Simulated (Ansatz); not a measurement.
`CCCc1ccccc1` + `CC(C)CC(C)C` → `CCC(C(C)C)C(C)C` + toluene  (formal exchange of groups at a C–C bond)

Gas-phase electronic energies from Ansatz, PBE0-D4/def2-TZVP geometries. CBS: MP2 limit from def2 TZ/QZ plus the TZ coupled-cluster correction, frozen cores. DFT in def2-TZVPP. One conformer a species, not always the lowest.

```tsv
level	ΔE (kJ/mol)
PBE-D4	16.8
CCSD/def2-TZVPP	17.1
SCS-MP2/def2-QZVPP	18.6
CCSD/CBS(def2)	17.7
```

(1) What does CCSD(T)/CBS give? (Estimate.)

Largest T1 diagnostic among the species: 0.010.

## Answers

(1) Ansatz gave: +15.2 kJ/mol. The listed levels differ from it by 1.6, 1.9, 3.4, 2.5 kJ/mol.

In def2-TZVPP, CCSD(T) changes the Hartree–Fock value by −18.5 kJ/mol (the triples alone add −2.5 kJ/mol) and MP2 by −18.1 kJ/mol. The D4 term adds −7.8 kJ/mol with B3LYP and −4.6 kJ/mol with PBE0; it sums over pairs of atoms, weighted by their polarisabilities, and B3LYP, whose exchange is more repulsive, gets the larger term. Leaving LDA and LC-ωPBE aside and taking each functional with its dispersion term where it has one, the values, not all of them listed here, spread over 7.7 kJ/mol, from ωB97M-V to B2PLYP. LDA lies −12.3 kJ/mol from PBE without D4.

CCSD(T)/CBS has its own doubt, a few kJ/mol and more with outer-core shells, so smaller differences from it don't rank the levels.

B3LYP here is the variant with VWN-RPA as its local correlation; programs differ in this.
